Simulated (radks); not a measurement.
Values are calculated unless marked as measured or tabulated.
Charge is removed step by step from the 6s1/2 level of neutral europium, starting from [Xe] 4f7 6s2. Level of theory: Dirac Kohn-Sham, BLYP, spin-unpolarised, spherical densities, point nucleus; open shells are shared between the two j in proportion to 2j + 1 (a radial shooting solver on a logarithmic mesh with Libxc functionals).

| removed (e) | E - E(0) (eV) | eigenvalue (eV) | E minus straight line (eV) |
|---|---|---|---|
| 0 | 0.000 | -3.494 | 0.000 |
| 0.1 | 0.373 | -3.965 | -0.224 |
| 0.2 | 0.793 | -4.445 | -0.400 |
| 0.3 | 1.262 | -4.934 | -0.528 |
| 0.4 | 1.780 | -5.431 | -0.606 |
| 0.5 | 2.349 | -5.935 | -0.634 |
| 0.6 | 2.968 | -6.447 | -0.612 |
| 0.7 | 3.638 | -6.966 | -0.538 |
| 0.8 | 4.361 | -7.492 | -0.412 |
| 0.9 | 5.137 | -8.024 | -0.233 |
| 1 | 5.966 | -8.563 | 0.000 |

Removing the whole electron costs 5.966 eV by Delta-SCF, against 3.494 eV from minus the eigenvalue at the starting occupation. Slater's transition state (half an electron removed) gives 5.935 eV. Integrating minus the eigenvalue over the occupation (Janak's theorem) gives 5.966 eV. The mean slope of the eigenvalue, de/dn, is 5.07 eV per electron. Ionisation energy of Eu in the NIST Atomic Spectra Database: 5.670 eV (measured).

Beside tabulated values, note that spin-unpolarised runs miss the spin-polarisation part of the exchange energy of open shells.
